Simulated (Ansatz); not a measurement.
Consider the redistribution: `C[S][SnH2][S]C` + `[SiH]S` → `C[S][SnH3]` + `CS[Si]S`.

Isolated molecules relaxed with PBE0-D4/def2-TZVP in Ansatz; ΔE leaves out vibrations. CCSD(T)/CBS is the MP2 limit (def2-TZVPP, def2-QZVPP) plus CCSD(T) − MP2 in def2-TZVPP, frozen cores. This one scheme is used for every species. Functionals use def2-TZVPP. def2 core potentials past Kr. For Sn outer-core shells are correlated without core-valence functions, which leaves a few kJ/mol of doubt a bond. Each species was taken in one conformer, which may not be the lowest.

```json
{"level": "ωB97X-V", "ΔE (eV)": "-0.41"}
{"level": "SCS-MP2/def2-TZVPP", "ΔE (eV)": "-0.39"}
```

**Question.** What does CCSD(T)/CBS give? (An estimate is asked.)

**Answer.** Ansatz gave: -0.35 eV. The listed levels differ from it by -0.06, -0.04 eV.

Largest T1 diagnostic among the species: 0.016.

The D4 term adds +0.03 eV with B3LYP and +0.03 eV with PBE0; it sums over pairs of atoms, weighted by their polarisabilities, and B3LYP, whose exchange is more repulsive, gets the larger term.

B3LYP here is the variant with VWN-RPA as its local correlation; programs differ in this.
